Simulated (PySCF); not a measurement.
Start geometry of `[SiH3]C[Si@H](P)Cl` from GFN2-xTB (Å):
```
atom  x, y, z in Å
Si1   -1.756   -0.711    0.358
C2    -0.857    0.786   -0.426
Si3    0.999    0.862   -0.107
P4     2.004   -1.033   -0.850
Cl5    1.332    1.178    1.871
H6    -3.194   -0.582   -0.019
H7    -1.638   -0.639    1.811
H8    -1.190   -1.924   -0.171
H9    -1.306    1.724   -0.055
H10   -1.007    0.762   -1.492
H11    1.640    1.986   -0.791
H12    1.758   -1.753    0.322
H13    3.222   -0.672   -0.461
```

Problem. What comes out of this run: PySCF 2.14.0, PBE0-D3(BJ)/def2-SVP geometry optimisation, gas phase?

Solution. 
```
atom  x, y, z in Å
Si1    0.3557    0.8981    1.4968
C2     1.2487    2.3221    0.6403
Si3    3.0933    2.4426    0.9161
P4     4.1216    0.6359    0.0433
Cl5    3.4388    2.6526    2.9578
H6    -1.0931    0.9126    1.1309
H7     0.4842    1.0157    2.9784
H8     0.9410   -0.4085    1.0645
H9     0.7887    3.2682    0.9749
H10    1.0803    2.2461   -0.4486
H11    3.6650    3.6506    0.2537
H12    3.7407   -0.2206    1.1207
H13    5.3830    0.9698    0.6247
```

The energy falls by 5.8 kcal/mol over 9 energy and gradient evaluations, the largest force component goes from 0.0474 to 4.0e-04 Eh/bohr, and the atoms move by 0.122 Å rms after alignment. The bond that changes most is P4–H13 (three-coordinate phosphorus to P–H hydrogen), which lengthens by 0.100 Å. Bonds longer at the end by more than 0.005 Å: 7 of 12; shorter: 3. Among the angles that change most is C2–Si1–H6, from 106.4° to 109.9°. Rotational constants go from 1828, 1380, 958.0 to 1812, 1381, 955.3 MHz. The orientation of the end geometry is arbitrary; only internal coordinates are fixed.

The run used 126 basis functions and 53 SCF cycles in all. Hardware: one thread, Arm Neoverse V2 (aarch64) (shared host). Cost: 61 s, 0.54 GiB resident at most.

No frequency check. The numbers are those of one conformer.
